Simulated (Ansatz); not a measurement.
Coupled-cluster diagnostics for SiGe2⁻, Ansatz.

Geometry of the doublet (PBE0-D4/def2-TZVPD):

Cartesian coordinates in Å:
```
Si -0.3748 0.3719 -1.1633
Ge -0.9420 -0.7811 0.7552
Ge 1.3168 0.4092 0.4081
```

Correlated methods freeze 23 core orbitals; core or outer-core shells of Ge are correlated, in sets that lack core-valence functions. At PBE0-D4/def2-TZVPD a triplet of charge 0 lies 0.16 eV below the restricted singlet at the same geometry. The structure comes from a short search, and lower isomers may exist.

Geometry of the charge -1 quartet (PBE0-D4/def2-TZVPD):

```
atom    x (Å)    y (Å)    z (Å)
 Si1   0.9214   0.8743  -0.1315
 Ge2  -0.9067   0.1984   1.1663
 Ge3  -0.0146  -1.0727  -1.0348
```

(1) Estimate the CCSD(T) correlation energy, the shares of MP2 and (T), T1 and the reference's ⟨S²⟩ for: charge -1, doublet, own geometry in def2-TZVPPD; charge -1, quartet, own geometry in def2-TZVPPD; charge 0, singlet, vertical in def2-TZVPPD; and the rough time on 4 threads of Arm Neoverse V1 on a shared host.

Results:

(1) 
| state | basis | correlation (eV) | MP2 share (%) | (T) share (%) | T1 | ⟨S²⟩ (pure) | wall time | remarks |
| --- | --- | --- | --- | --- | --- | --- | --- | --- |
| charge -1, doublet, own geometry | def2-TZVPPD | -16.841 | 94.1 | 6.0 | 0.021 | 0.81 (0.75) | 40 s | – |
| charge -1, quartet, own geometry | def2-TZVPPD | -16.239 | 91.4 | 5.8 | 0.043 | 4.20 (3.75) | 47 s | spin-contaminated |
| charge 0, singlet, vertical | def2-TZVPPD | -16.582 | 94.0 | 6.1 | 0.021 | 0.00 (0.00) | 17 s | large T1, restricted SCF unstable |
Customary marks for T1 are 0.02 (closed shells), 0.045 (open shells) and about 0.05 (3d metals). T1 exceeds 0.02 in 3 of 3 rows and 0.045 in 0; the higher it lies, the less the single-reference result can be trusted.
